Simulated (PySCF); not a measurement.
# Radial density of Ca+ (calcium, charge +1)

UHF, [Ar] 3d1, 2D determinant (an excited configuration). Calculation: PySCF 2.14, in x2c-TZVPPall (6s5p3d, 36 functions); the spin-free X2C one-electron Hamiltonian (Gaussian nucleus).

```csv
r (bohr),4πr²ρ (e/bohr),4πr²(ρα − ρβ)
0.00149,0.1756,0.0000
0.00250,0.4527,0.0000
0.00421,1.148,0.0000
0.00708,2.791,-0.0001
0.0119,6.307,-0.0003
0.0200,12.56,-0.0005
0.0337,20.31,-0.0008
0.0567,23.45,-0.0013
0.0954,18.49,-0.0031
0.160,18.98,-0.0073
0.270,24.51,0.0006
0.454,11.75,0.0634
0.763,6.448,0.1664
1.28,6.709,0.3421
2.16,1.460,0.3212
3.63,0.1433,0.1193
6.11,0.03242,0.0324
10.3,4.929e-05,0.0000
```

Densities and radii are taken from the X2C orbitals without a picture-change correction, which distorts them close to the nucleus.

Problem. Where is the radial spin density 4πr²(ρα − ρβ) most negative, and why is it negative at all?

Solution. Around r = 0.160 bohr, down to -0.0073 e/bohr: exchange with the open shell polarises the paired shells in an unrestricted calculation.
